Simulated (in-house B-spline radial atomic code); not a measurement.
# Ba⁷⁺: [Kr] 4d10 5s2 5p1

Method: Dirac-Kohn-Sham HSE06, spherical fractional occupations, Fermi nucleus of rms radius 4.8378 fm. Calculated with a radial B-spline atomic code at the basis-set limit.

Effective charges: Z_r = [3n² - l(l+1)]/(2<r>) from the radius, Z_e = n√(-2ε) from the energy, and Slater's rules. Values are occupation-weighted means over j. An effective charge above Z reflects the relativistic contraction of the inner shells.

```
shell  electrons   ε (eV)  <r> (bohr)    Z_r    Z_e  Slater
   1s          2   -37424     0.02558  58.65  52.45   55.70
   2s          2  -6014.3      0.1093  54.92  42.05   51.85
   2p          6  -5411.7     0.09594  52.11  39.89   51.85
   3s          2  -1350.4      0.2911  46.37  29.89   44.75
   3p          6  -1154.6      0.2891  43.24  27.64   44.75
   3d         10  -864.73      0.2663  39.43  23.92   34.85
   4s          2  -338.96       0.672  35.72  19.97   28.25
   4p          6  -274.59      0.7119  32.31  17.97   28.25
   4d         10  -179.04      0.7894  26.60  14.51   16.85
   5s          2   -111.6       1.496  25.06  14.32   12.00
   5p          1  -91.525       1.654  22.07  12.97   12.00
```

The least bound orbital is 5p3/2 at -90.52 eV, and it is also the most diffuse (<r> = 1.67 bohr).

Spin-orbit splittings of the orbital energies (j = l + 1/2 above j = l - 1/2 when positive): 2p 382.1 eV, 3p 74.37 eV, 3d 15.79 eV, 4p 15.62 eV, 4d 2.697 eV, 5p 3.021 eV.

For the 1s electron the small component carries 4.28 % of the norm, the zero-frequency Breit interaction raises the level by 97.74 eV, self-energy by 56.7 eV, and vacuum polarisation lowers it by 8.192 eV.

The density falls to 0.001 bohr⁻³ at 2.906 bohr; Σ<r²> = 21.419 bohr² gives, by the non-relativistic formula and without the paramagnetism of open shells, a Langevin diamagnetic susceptibility of -16.96×10⁻⁶ cm³/mol.

Caution: exact exchange at fractional occupations of open shells leaves self-interaction of up to several eV.
